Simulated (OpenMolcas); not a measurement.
Predicting a hybrid from its neighbours: C3H4AlF

C3H4AlF: 9 atoms, total charge 0, spin state singlet. SMILES: `C#[C][Al]([CH3])[F]`. The shape is that of a PBE0-D4/def2-TZVP optimisation.

The vertical ionisation energy (to the doublet cation) y, in eV, basis cc-pVDZ; a is the functional's share of exact exchange. Programs: OpenMolcas 26.06.

| functional | program | a | y (eV) |
| --- | --- | --- | --- |
| BLYP | OpenMolcas | 0 | 9.88 |
| revPBE | OpenMolcas | 0 | 10.00 |
| B3LYP | OpenMolcas | 0.2 | ? |
| PBE0 | OpenMolcas | 0.25 | 10.42 |
| BHLYP | OpenMolcas | 0.5 | 10.46 |

Task: Fit y = c + s·a to the known rows and predict B3LYP.

Result: 
1. Means of the 4 rows: a = 0.1875, y = 10.190.
2. Σ(Δa)² = 0.17188, Σ(Δa·Δy) = 0.1925, so the slope is 0.1925/0.17188 = 1.12.
3. Intercept: 10.190 − (1.12) × 0.1875 = 9.980. The largest residual of the fit is 0.16.
4. B3LYP: 9.980 + (1.12) × 0.2 = 10.20 eV.

The run gave 10.34 eV, so the prediction is off by -0.14 eV, within the largest residual.
